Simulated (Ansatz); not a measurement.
Isolated molecules relaxed with PBE0-D4/def2-TZVP in Ansatz; ΔE leaves out vibrations. CCSD(T)/CBS adds triple-zeta CCSD(T) − MP2 to the extrapolated MP2 energy (def2 sets, frozen cores). This one scheme is used for every species. DFT in def2-TZVPP. B3LYP here is the variant with VWN-RPA as its local correlation; programs differ in this. For As outer-core shells are correlated without core-valence functions, which leaves a few kJ/mol of doubt a bond. Scalar relativity is left out up to krypton. Each species was taken in one conformer, which may not be the lowest.

`OC([SiH3])N[SiH3]` + arsine → `OC([SiH3])[AsH2]` + `N[SiH3]`  (substitution at a C–N bond)

`OC([SiH3])N[SiH3]`:

Z-matrix (Å, degrees):
```
C
Si 1 1.905
N 1 1.439 2 111.9
O 1 1.414 2 106.8 3 -123.2
H 1 1.102 2 108.8 3 117.8
H 2 1.488 1 107.7 3 52.8
H 2 1.487 1 108.0 3 -64.9
H 2 1.485 1 112.4 3 174.2
Si 3 1.723 1 124.3 2 112.7
H 3 1.010 1 114.1 2 -50.4
H 4 0.964 1 107.4 2 171.8
H 9 1.491 3 114.7 1 -71.9
H 9 1.485 3 107.4 1 167.8
H 9 1.487 3 108.1 1 47.7
```

`[AsH3]`:

Cartesian coordinates in Å:
```
As 0.529 -0.235 -0.263
H 0.522 0.860 0.794
H -0.580 0.447 -1.052
H -0.471 -1.072 0.521
```

`OC([SiH3])[AsH2]`:

Z-matrix (Å, degrees):
```
C
Si 1 1.885
As 1 2.001 2 112.5
O 1 1.415 2 108.3 3 122.2
H 1 1.100 2 109.1 3 -116.0
H 2 1.485 1 109.4 3 -60.0
H 2 1.486 1 108.1 3 59.4
H 2 1.488 1 111.1 3 179.1
H 3 1.524 1 97.1 2 29.2
H 3 1.523 1 95.6 2 -64.2
H 4 0.962 1 109.2 2 178.7
```

`N[SiH3]`:

```xyz
7

N    -0.110   -0.190    1.044
Si   -0.043    0.105   -0.649
H     0.057    0.566    1.688
H     0.248   -1.057    1.413
H    -0.874    1.303   -0.937
H     1.316    0.361   -1.215
H    -0.593   -1.088   -1.343
```

```tsv
level	ΔE (kJ/mol)
PBE-D4	-14.1
r2SCAN-D4	-15.1
PBE0-D4	-14.1
B3LYP-D4	-12.8
SCS-MP2/def2-TZVPP	-20.5
CCSD/def2-TZVPP	-16.5
HF/def2-QZVPP	-10.8
SCS-MP2/def2-QZVPP	-22.2
```

What does CCSD(T)/CBS give? (Estimate.)

The calculation gave: -20.3 kJ/mol. The listed levels differ from it by 6.2, 5.2, 6.2, 7.5, -0.2, 3.8, 9.5, -1.9 kJ/mol.

Largest T1 diagnostic among the species: 0.012.

In def2-TZVPP, CCSD(T) changes the Hartree–Fock value by −6.6 kJ/mol (the triples alone add −0.8 kJ/mol) and MP2 by −12.5 kJ/mol.
